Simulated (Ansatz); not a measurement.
CH$_{4}$ClFGeO, SMILES `C[O][GeH]([F])[Cl]` at its PBE0-D4/def2-TZVP geometry, where that method's forces vanish. Total charge 0; spin multiplicity 1.

```xyz
9

C    -0.3772    0.9676   -0.9830
O    -0.7311   -0.2643   -0.3832
Ge    0.1721   -0.9109    0.9630
F    -0.3296   -2.5500    1.0495
Cl    2.2578   -0.8900    0.5181
H    -0.4973    1.8090   -0.2908
H     0.6531    0.9576   -1.3523
H    -1.0496    1.1190   -1.8284
H    -0.0981   -0.2381    2.3070
```

Task: What forces (eV/Å) does PBE-D4/def2-TZVPP give on these atoms in Ansatz? (Estimate.)

Result: Ansatz gave: 
```
C1   0.083  0.210 -0.072
O2  -0.516 -0.223 -0.310
Ge3  0.236  0.333  0.362
F4  -0.232 -0.682  0.038
Cl5  0.413  0.010 -0.076
H6  -0.019  0.201  0.129
H7   0.220  0.021 -0.089
H8  -0.142  0.038 -0.186
H9  -0.042  0.092  0.204
```
